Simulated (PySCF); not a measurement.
Bromine: highly charged ions in a basis for the neutral atom

Br²⁰⁺ [Ne] 3s2 3p3, Br²¹⁺ [Ne] 3s2 3p2. All numbers are calculated (PySCF 2.14, scalar relativity through the core potential, in cc-pVDZ-PP with ECP10MDF (4s3p2d, 23 functions)). No spin-orbit coupling, so a gap to NIST mixes the basis error with missing relativistic terms.

Changed run: basis of the neutral atom used for a highly charged ion. This setting is unsound on purpose.

```tsv
species	method	sound run (hartree)	changed run (hartree)	converged
Br²⁰⁺	UHF	not run	-176.90411	yes
Br²⁰⁺	LDA	not run	-176.71582	yes
Br²⁰⁺	PBE	not run	-177.02538	yes
Br²¹⁺	UHF	not run	-145.38648	yes
Br²¹⁺	LDA	not run	-145.24051	yes
Br²¹⁺	PBE	not run	-145.51110	yes
```

Ionisation energy of Br²⁰⁺:

```tsv
method	changed run (eV)	NIST (eV)
UHF	857.64	870 ± 3
LDA	856.49	870 ± 3
PBE	857.55	870 ± 3
```

The contracted functions were made for the neutral atom and can be too rigid for a highly charged ion.
